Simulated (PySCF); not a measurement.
Sn(OH)(SiH3) (H4OSiSn), SMILES [OH][Sn][SiH3] (connectivity only; charge and spin as stated), neutral, multiplicity 1.

Geometry: PBE0-D3(BJ)/def2-SVP. The def2 effective core potentials stand for the cores of Sn; spin–orbit coupling is left out. The values are those of a single conformer.

All values below come from C-PCM-B3LYP/def2-SVP run with PySCF.

The values are the electrostatic part of the solvation free energy, E(continuum) − E(gas) at the gas-phase geometry, in a cavity of scaled van der Waals radii (PySCF's table); cavitation and dispersion terms are not included. A continuum can't describe solvent molecules that bind to the metal. In vacuum the orbital gap is 3.28 eV. The dipole moment in vacuum is 0.93 D.

Computed values in water (ε = 78.36), benzene (ε = 2.27), 1-octanol (ε = 9.86):
```json
[
 {"solvent": "water", "ε": "78.36", "ΔG(elec) (kcal/mol)": "-5.0", "dipole (D)": "1.24", "gap (eV)": "3.44"},
 {"solvent": "benzene", "ε": "2.27", "ΔG(elec) (kcal/mol)": "-2.7", "dipole (D)": "1.09", "gap (eV)": "3.37"},
 {"solvent": "1-octanol", "ε": "9.86", "ΔG(elec) (kcal/mol)": "-4.5", "dipole (D)": "1.20", "gap (eV)": "3.43"}
]
```
